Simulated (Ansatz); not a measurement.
CoCl₂. The state is a quartet with charge 0. Geometry PBE0-D4/def2-TZVP; atoms count from 1.

Cartesian coordinates in Å:
```
Co 0.000 0.000 0.000
Cl -1.705 -1.095 0.507
Cl 1.705 1.095 -0.507
```

**Question.** Estimate the Mulliken populations from the PBE0/def2-TZVP orbitals of Ansatz.

**Answer.** 
```csv
atom,charge (e),spin (α − β),d electrons
Co1,0.70,2.72,7.29
Cl2,-0.35,0.14,–
Cl3,-0.35,0.14,–
```
Mulliken values depend strongly on the basis.

**Question.** Where does the spin sit?

**Answer.** Summed by element: Co 2.72, Cl 0.28, of 3 unpaired in all. Largest on single atoms: Co1 2.72, Cl2 0.14, Cl3 0.14.

**Question.** And the Mayer bond orders between heavy atoms (over 0.3)?

**Answer.** Co1–Cl2 1.12 (2.09 Å); Co1–Cl3 1.12 (2.09 Å).
